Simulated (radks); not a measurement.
Polarisability of neutral magnesium, [Ne] 3s2, at imaginary frequency. Calculated with a radial shooting solver on a logarithmic mesh with Libxc functionals: scalar-relativistic Kohn-Sham, LDA (Slater exchange, Perdew-Wang correlation), spin-polarised, spherical densities, finite nucleus; Fermi nuclear charge, rms radius 3.057 fm. Response by self-consistent Sternheimer equations with the Hartree and adiabatic LDA kernel, the relativistic mass of each level held fixed and spin-orbit coupling left out.

| w (hartree) | alpha1(iw) (bohr^3) | alpha2(iw) (bohr^5) |
|---|---|---|
| 0.00266 | 70.99 | 862.9 |
| 0.0143 | 70.45 | 859.4 |
| 0.0360 | 67.59 | 840.1 |
| 0.0697 | 59.76 | 783.4 |
| 0.118 | 46.24 | 669.3 |
| 0.186 | 30.79 | 505.8 |
| 0.280 | 18.19 | 335.0 |
| 0.413 | 10.01 | 197.9 |
| 0.605 | 5.315 | 106.9 |
| 0.892 | 2.796 | 53.53 |
| 1.35 | 1.476 | 24.87 |
| 2.12 | 0.7750 | 10.51 |
| 3.59 | 0.3772 | 3.841 |
| 6.94 | 0.1428 | 1.085 |
| 17.5 | 0.02961 | 0.1779 |

Static values: alpha1 = 71.01 bohr^3 (10.52 angstrom^3; uncoupled 121.3), alpha2 = 863.1 bohr^5, alpha3 = 16580 bohr^7. C6 = 618.3, C8 = 43350, triple-dipole C9 = 32590 atomic units. One-pole (London) frequency 4 C6 / (3 alpha1^2) = 0.164 hartree, against 0.176 for minus the highest occupied eigenvalue. Recommended static value: 71.2 bohr^3 (Schwerdtfeger and Nagle, 2023 table).
